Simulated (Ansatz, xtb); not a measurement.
# Relaxing a trial structure of CH5SiSn+

The starting geometry of this gas-phase singlet was built from a drawn formula by distance geometry and a force field; its bonds are those of `[CH2]1[SiH+][SnH2]1`.

```xyz
8

C    -3.0624   -0.3203    0.4635
Si   -3.4347    0.8501   -0.8647
Sn   -1.4612    0.9568    0.8824
H    -3.8820   -0.3300    1.2588
H    -2.8160   -1.3270    0.0976
H    -3.6988    1.0280   -2.2742
H    -1.8470    2.3285    1.9205
H    -0.0067    0.7861   -0.0279
```

Question: Where would you expect an optimisation with r2SCAN-D4/def2-SVP to take it?

Answer: A bond breaks, leaving `C=[SiH][SnH2+]`. Contacts that open: C1–Sn3 (2.09 → 3.52 Å).

The energy falls by 1.47 eV over 26 steps:

```json
{"step": "1", "E − E(last) (eV)": "1.470"}
{"step": "4", "E − E(last) (eV)": "0.407"}
{"step": "7", "E − E(last) (eV)": "0.192"}
{"step": "9", "E − E(last) (eV)": "0.148"}
{"step": "12", "E − E(last) (eV)": "0.113"}
{"step": "15", "E − E(last) (eV)": "0.081"}
{"step": "18", "E − E(last) (eV)": "0.023"}
{"step": "20", "E − E(last) (eV)": "0.006"}
{"step": "23", "E − E(last) (eV)": "0.001"}
{"step": "26", "E − E(last) (eV)": "0.000"}
```

Final geometry (Å):

```xyz
8

C    -3.8939   -0.5550    0.3619
Si   -2.8402    0.2991   -0.7219
Sn   -1.0954    1.5735    0.5201
H    -3.7811   -0.5152    1.4514
H    -4.7263   -1.1766    0.0065
H    -2.8973    0.3173   -2.1995
H    -1.0971    1.5017    2.2188
H     0.1226    2.5273   -0.1813
```

From the same start GFN2-xTB ends elsewhere, differing in C1–Sn3 (2.20 against 3.52 Å here), Si2–Sn3 (3.56 against 2.49 Å here), Si2–H7 (1.48 against 3.62 Å here), Si2–H8 (1.48 against 3.75 Å here), Sn3–H7 (3.76 against 1.70 Å here), Sn3–H8 (3.80 against 1.70 Å here).

The end wasn't checked by frequencies. Atoms past krypton carry core potentials, without spin–orbit terms. Run with Ansatz 0.2.0, 49 s on 2 threads of Arm Neoverse V1 (shared host).
